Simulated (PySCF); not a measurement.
C₃H₅FOSi, SMILES C#C[Si@H](F)CO.

Geometry: ωB97X-D3(BJ)/def2-SVP. The structure was generated by enumeration; whether it is a known compound was not checked. The values are those of a single conformer.

Two levels are set side by side: TDDFT-PBE/def2-SVPD (PySCF) and TDDFT-B3LYP/def2-SVPD (PySCF). Vertical, same geometry. The lowest singlet is HOMO→LUMO 99 % with PBE and HOMO→LUMO 90 % with the other functional; states are paired by order. Differences are taken from unrounded values.

| quantity | TDDFT-B3LYP |
|---|---|
| lowest singlet excitation (eV) | 5.50 |
| lowest triplet excitation (TDA) (eV) | 4.91 |

### Question
What does TDDFT-PBE give, and how far is it from TDDFT-B3LYP? (The exact figures need the calculation; the answer reports its results.)

### Answer

```json
[
 {"quantity": "lowest singlet excitation (eV)", "TDDFT-PBE": "4.65", "TDDFT-PBE minus TDDFT-B3LYP": "-0.85"},
 {"quantity": "lowest triplet excitation (TDA) (eV)", "TDDFT-PBE": "4.43", "TDDFT-PBE minus TDDFT-B3LYP": "-0.48"}
]
```

Functionals without exact exchange tend to place singlet excitations lower, as here. Differences between two approximate levels are no errors against the true value.

Rough cost on one machine, each run with all the roots and properties that it gave: TDDFT-B3LYP against TDDFT-PBE about 3 times.
